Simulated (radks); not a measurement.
Spin polarisation of the 4f11 shell in neutral holmium. Start: [Xe] 4f(up 5.5, down 5.5) 6s2; electrons of 4f are moved from spin down to spin up, other shells keep equal spins. Method: non-relativistic Kohn-Sham, PBEsol, spin-polarised, spherical densities, point nucleus; computed with a radial shooting solver on a logarithmic mesh with Libxc functionals.

moment (Bohr magnetons)  E - E(0) (eV)  e(4f up) (eV)  e(4f down) (eV)  6s down minus up (eV)  5p down minus up (eV)
0                                0.000         -7.240           -7.240                  0.000                  0.000
0.75                            -0.109         -7.523           -6.944                  0.015                  0.200
1.5                             -0.434         -7.791           -6.633                  0.030                  0.400
2.25                            -0.977         -8.044           -6.308                  0.045                  0.600
3                               -1.737         -8.283           -5.968                  0.060                  0.801

At moment 3 the spin-polarisation energy is -1.737 eV and the 4f exchange splitting 2.315 eV, that is 0.772 eV per Bohr magneton; E = -I m^2/4 would give I = 0.772 eV.
